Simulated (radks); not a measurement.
Values are calculated unless marked as measured or tabulated.
Initial-state core-level shifts of the cerium ion Ce2+ when its valence configuration changes from [Xe] 4f2. Code: a radial shooting solver on a logarithmic mesh with Libxc functionals. Model: scalar-relativistic Kohn-Sham, r2SCAN, spin-polarised, spherical densities, finite nucleus; open shells are filled with parallel spins first (spin-orbit coupling, left out, can overturn this in heavy ions); meta-GGA in the generalised Kohn-Sham scheme; Fermi nuclear charge, rms radius 4.8771 fm. Shifts are changes of the shell-averaged eigenvalues in eV (positive: less bound); the change of the density at the nucleus, which sets a Mossbauer isomer shift, is in e/bohr^3, on a base of 3.975e+05.

valence               1s       2s       4d       5s  density at nucleus
4f1 6s1           -9.245   -9.970   -9.739   -5.974              +52.53
6s2              -20.197  -21.840  -20.982  -12.466             +118.93
5d2              -14.097  -15.461  -14.871   -6.962              +43.81
4f1.5 6p0.5       -4.950   -5.283   -5.208   -3.462              +11.67
4f1 5d1           -6.550   -7.158   -7.007   -3.412              +19.85
4f0.5 6s1 6p0.5  -14.971  -16.132  -15.641   -9.597              +68.47
4f1.5 5d0.5       -3.134   -3.419   -3.375   -1.676               +9.38
4f0.5 5d1 6s0.5  -11.651  -12.682  -12.304   -6.526              +48.65
4f1 5d0.5 6s0.5   -7.917   -8.583   -8.393   -4.719              +36.00
